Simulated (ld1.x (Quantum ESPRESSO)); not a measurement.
**Logarithmic derivatives: Zn (Z = 30), RRKJ**

- Element: Zn (Z = 30)
- Generator: ld1.x (Quantum ESPRESSO) 7.5
- Type: norm-conserving RRKJ (Kleinman–Bylander form)
- Functional: Wu–Cohen
- Relativity: fully relativistic
- Frozen core: [Ar]
- Valence charge: 12
- Reference configuration: 3d10 4s2 4p0
- Partial waves: 4p (bound, empty): rc 2.25 bohr; 3d (bound): rc 1.35 bohr; 4s (bound): rc 2.10 bohr
- Local potential: the s channel
- Core correction: none
- rho0: 0.01

Open shells are filled in proportion to 2j + 1 (rel_dist='average').

The phase is arctan(r·u′/u) with u = r·R(r), unwrapped; energies in Ry, scanned from -3 to 5 Ry. A pole is an energy at which the radial function vanishes at the test radius. The pseudo phase is shifted by a multiple of π to meet the all-electron one at the reference energy, and phase errors are pseudo minus all-electron; the curves can meet again beyond the range given. Levels narrower than the energy grid can be missing from the lists of poles.

| channel | radius (bohr) | reference energy (Ry) | poles, all-electron | poles, pseudo | unbroken range about the reference energy with phases within 0.05 rad | phase error 1 Ry above the reference energy (rad) |
| --- | --- | --- | --- | --- | --- | --- |
| s | 2.44 | -0.44 | 1.35 | 1.28 | below 2.9 | -0.004 |
| p1/2 | 2.44 | -0.08 | 2.46 | 2.48 | the whole range | +0.001 |
| p3/2 | 2.44 | -0.08 | 2.53 | 2.52 | the whole range | -0.001 |
| d3/2 | 2.44 | -0.76 | -0.68, 4.58 | -0.68 | below 0.7 | +0.023 |
| d5/2 | 2.44 | -0.74 | -0.65, 4.60 | -0.65 | below 0.7 | +0.023 |

Phases in the d3/2 channel:

```csv
E (Ry),all-electron,pseudo
-3.00,1.345,1.346
-2.52,1.325,1.327
-2.04,1.298,1.300
-1.56,1.253,1.257
-1.08,1.117,1.123
-0.60,-1.685,-1.681
-0.12,-1.881,-1.868
0.36,-1.993,-1.966
0.84,-2.161,-2.095
1.32,-2.519,-2.326
1.80,-3.328,-2.824
2.28,-4.069,-3.618
2.76,-4.382,-4.135
3.24,-4.529,-4.372
3.72,-4.616,-4.496
4.20,-4.675,-4.572
4.68,-4.721,-4.625
```
